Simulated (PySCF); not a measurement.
# Vertical excitation energies

Species: W(CH)(NH2)3, CH7N3W (singlet state).
SMILES: `[CH]#[W]([NH2])([NH2])[NH2]`

Level of theory: PySCF 2.14.0, density-fitted response routines, TDDFT wB97X-D/def2-SVPD, vertical, gas phase, core orbitals frozen in the response, def2 core potentials past Kr. Isolated species at its PBE0-D3(BJ)/def2-SVP geometry, gas phase. Spin–orbit coupling is left out.

| state | E (eV) | E (kJ/mol) | λ (nm) | f | symmetry | main configurations (H = HOMO, L = LUMO) |
| --- | --- | --- | --- | --- | --- | --- |
| S1 | 4.53 | 437 | 273.8 | 0.0000 | – | H-1/H→L+1/L+2 (≥84%) |
| S2 | 4.85 | 468 | 255.5 | 0.0001 | – | H-1/H→L+1/L+2 (≥81%) |
| S3 | 4.85 | 468 | 255.5 | 0.0001 | – | H-1/H→L+1/L+2 (≥81%) |
| S4 | 5.16 | 498 | 240.1 | 0.0090 | E | H-1/H→L (≥63%), H-1/H→L+3 (≥29%) |
| S5 | 5.17 | 498 | 240.0 | 0.0090 | E | H-1/H→L (≥63%), H-1/H→L+3 (≥29%) |
| S6 | 5.35 | 516 | 231.9 | 0.0000 | – | H-2→L (88%) |
| S7 | 5.50 | 530 | 225.5 | 0.041 | A1 | H-1/H→L+1/L+2 (≥48%), H-1/H→L+4 (≥9%) |
| S8 | 5.93 | 572 | 209.2 | 0.080 | E | H-2→L+1/L+2 (≥90%) |
| S9 | 5.93 | 572 | 209.1 | 0.080 | E | H-2→L+1/L+2 (≥90%) |

Triplets (Tamm–Dancoff): T1 3.84 eV, H-1/H→L+1/L+2 (≥77%); T2 4.20 eV, H-1/H→L+1/L+2 (≥81%); T3 4.20 eV, H-1/H→L+1/L+2 (≥81%).

The lowest singlet lies at 4.53 eV (274 nm, ultraviolet) and is dark (f under 0.0005); its leading configuration is HOMO-1/HOMO→LUMO+1/LUMO+2 (≥84%). The most intense listed level is S8/S9 at 5.93 eV (209 nm, f = 0.160 summed), 1.40 eV above S1. It is the last of those listed, so stronger ones may follow. S2/S3, S4/S5 and S8/S9 lie within about 0.01 eV of each other in each set; the point group C3v has degenerate representations, and within a degenerate level the listed configurations can mix freely. For S1 the Löwdin share of tungsten is 38% in HOMO and 50% in LUMO+1; for S8 the Löwdin share of tungsten is at most 4% in HOMO-2 and 50% in LUMO+1. Of the 9 states listed, 3 reach f = 0.01 and 4 stay under 0.0005. Orbital energies (eV): HOMO-3 -9.98, HOMO-2 -8.62, HOMO-1 -8.39, HOMO -8.38, LUMO 1.34, LUMO+1 1.82, LUMO+2 1.82. The vertical ionisation energy (ΔSCF) is 8.48 eV, 2.55 eV above S9. Symmetry labels in C3v follow from the direction of the transition dipole and are given only for states with f of 0.002 or more. Orbitals of the list HOMO-3 to LUMO+2 that lie within 0.01 eV of each other are written together with a slash and their weights summed (≥ marks a lower bound); for degenerate orbitals outside that list single weights are arbitrary. Only the lowest 10 singlets were computed, as vertical energies without vibronic structure. The highest level found (6.10 eV, f 0.0000 so far) is left out, since the window may have cut off a degenerate partner.

The run took 65 s wall (with the writing of density and orbital grids) on one thread of an Arm Neoverse V2, shared host, and the process peaked at 0.91 GiB of memory.
